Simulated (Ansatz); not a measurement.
# A barrier at the coupled-cluster level

Start structure (BSiNH$_{5}$F, closed shell), relaxed at PBE0-D4/def2-TZVP:

B1  (-0.651, -0.186, -0.384)
Si2  (0.463, 1.060, 0.769)
N3  (-0.182, -1.416, -0.835)
H4  (0.735, -1.763, -0.619)
F5  (-1.896, 0.175, -0.737)
H6  (1.804, 0.470, 1.045)
H7  (0.668, 2.372, 0.094)
H8  (-0.204, 1.320, 2.075)
H9  (-0.738, -2.032, -1.408)
(Å)

The step: BSiNH₅F ([NH2][B]([F])[SiH3]) → BNHF ([NH][B][F]) + SiH₂ + H₂; bonds formed: Si2–H4, H4–H6; bonds broken: B1–Si2, Si2–H6, N3–H4. Ansatz 0.2.0; basis: def2-TZVPP and def2-QZVPP; cores frozen in the correlated methods. Extrapolation: Hartree–Fock as exp(−7.88 √X), correlation as X^−2.97. Energies below are by CCSD(T) at an estimated basis limit (MP2 extrapolated from triple and quadruple zeta, plus CCSD(T) − MP2 in triple zeta).

Question: What are the electronic barrier and the energy of the step, from the start structure to the end structure? (Judge from chemistry; the value comes from the calculation.)

Answer: Computed: Barrier 398.2 kJ/mol; step energy 390.8 kJ/mol (uphill); reverse barrier, their difference, 7.3 kJ/mol. Barrier and step energy count from the start structure, the reverse barrier from the end structure.

The saddle point: One imaginary mode of 160i cm⁻¹.
| pair | start (Å) | saddle (Å) | end (Å) |
| --- | --- | --- | --- |
| Si2–H4 | 3.16 | 1.76 | 1.74 |
| H4–H6 | 2.98 | 0.82 | 0.82 |
| B1–Si2 | 2.03 | 2.95 | 3.48 |
| Si2–H6 | 1.49 | 1.80 | 1.79 |
| N3–H4 | 1.00 | 2.20 | 2.43 |

Zero-point energy (harmonic, PBE0-D4): ZPE is 154.2 kJ/mol at the start and 131.4 kJ/mol at the saddle, so the barrier goes from 398.2 to 375.3 kJ/mol.

The T1 diagnostic stays at or below 0.015.

Labels in which every atom is bracketed show which atoms are joined, not bond orders.

For scale, one of the runs: CCSD(T)/def2-TZVPP, 205 basis functions (an equivalent command: `ansatz run in.yaml --threads 4`). Hardware: 4 CPU threads, shared host. Wall time 43 s; peak host memory 2.7 GiB.
